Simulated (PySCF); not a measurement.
Cost of one run: shielding job, `C#C[C@@H]1CSC[C@@H](F)[SiH2]1`.

Method: GIAO PBE0/pcSseg-1 NMR shielding, non-relativistic, gas phase (PySCF 2.14.0, density-fitted response routines). Geometry: GFN2-xTB. Work: shieldings, ring-centre shieldings, charges and field gradients, density fitting. The command runs a driver script over a list of jobs; the input below is this job's line of settings and its coordinates in Å.

Command:
```bash
OMP_NUM_THREADS=1 python probes_run.py task.json out
```

Input:
```
{"job": {"kind": "nmr", "xc": "PBE0", "basis": "pcSseg-1"}, "charge": 0, "multiplicity": 1}
C      3.391565    -0.677225    -1.008929
C      2.357549    -0.473279    -0.441051
C      1.094585    -0.254926     0.226183
C      0.207240    -1.494753     0.082957
S     -1.271676    -1.392779     1.138563
C     -2.228434    -0.119364     0.251220
C     -1.583184     1.255940     0.228487
F     -1.559777     1.776841     1.515318
Si     0.212116     1.295532    -0.469310
H      4.308100    -0.849841    -1.488520
H      1.298980    -0.109837     1.293760
H     -0.113102    -1.646425    -0.949455
H      0.733825    -2.389239     0.419935
H     -2.387646    -0.461567    -0.772321
H     -3.184318    -0.085261     0.776107
H     -2.238998     1.930524    -0.338247
H      0.852640     2.521762    -0.008365
H      0.101775     1.180214    -1.927971
```

Hardware: Arm Neoverse N1, one thread, on a shared host. PySCF's memory limit was set to 1040 MB.

How large is the basis?

212 functions for 84 electrons, with 1143 fitting functions; the fitted three-index integrals, 1143 × 212 × 213/2 numbers of 8 bytes, come to 200 MiB.

Question: Which is nearest to the wall time?
A. 8.7 s
B. 1.2 s
C. 70 s

Answer: C. The run took 70 s. The SCF took 14 cycles.

How much memory does it need at the peak?

About 1.0 GiB. Peak memory is the resident size of the whole Python process, interpreter and libraries included.

At this speed, how long would 500 such jobs take on 16 cores, one job a core?

500/16 gives 32 rounds of 70 s, about 37 min of wall time and 9.7 core-hours, if the jobs don't slow each other.

The SCF part of the output:
```
coarse grid: 16432 points
cycle   1  E = -1020.6728047406  dE =  1.112e+00  |g| = 5.486e-01  |ddm| = 4.148e+00
cycle   2  E = -1020.6508308415  dE =  2.197e-02  |g| = 7.022e-01  |ddm| = 1.243e+00
cycle   3  E = -1020.7341924634  dE = -8.336e-02  |g| = 1.004e-01  |ddm| = 6.454e-01
cycle   4  E = -1020.7358174078  dE = -1.625e-03  |g| = 3.678e-02  |ddm| = 1.032e-01
cycle   5  E = -1020.7360552280  dE = -2.378e-04  |g| = 1.998e-02  |ddm| = 4.860e-02
cycle   6  E = -1020.7361461414  dE = -9.091e-05  |g| = 5.142e-03  |ddm| = 1.958e-02
cycle   7  E = -1020.7361524482  dE = -6.307e-06  |g| = 1.288e-03  |ddm| = 5.097e-03
final grid: 150872 points
cycle   8  E = -1020.7997008149  dE = -3.763e-05  |g| = 1.055e-02  |ddm| = 5.105e-02
cycle   9  E = -1020.7996761257  dE =  2.469e-05  |g| = 1.486e-02  |ddm| = 2.650e-02
cycle  10  E = -1020.7997271388  dE = -5.101e-05  |g| = 1.452e-03  |ddm| = 1.641e-02
cycle  11  E = -1020.7997275253  dE = -3.866e-07  |g| = 5.605e-04  |ddm| = 1.725e-03
cycle  12  E = -1020.7997275910  dE = -6.568e-08  |g| = 2.150e-04  |ddm| = 5.452e-04
cycle  13  E = -1020.7997276014  dE = -1.034e-08  |g| = 5.194e-05  |ddm| = 2.102e-04
cycle  14  E = -1020.7997276019  dE = -5.418e-10  |g| = 1.292e-05  |ddm| = 7.790e-05
converged SCF energy = -1020.7997276019
```

On the final grid dE counts from the start density on that grid.

The host was shared with other jobs, so the times are rough.
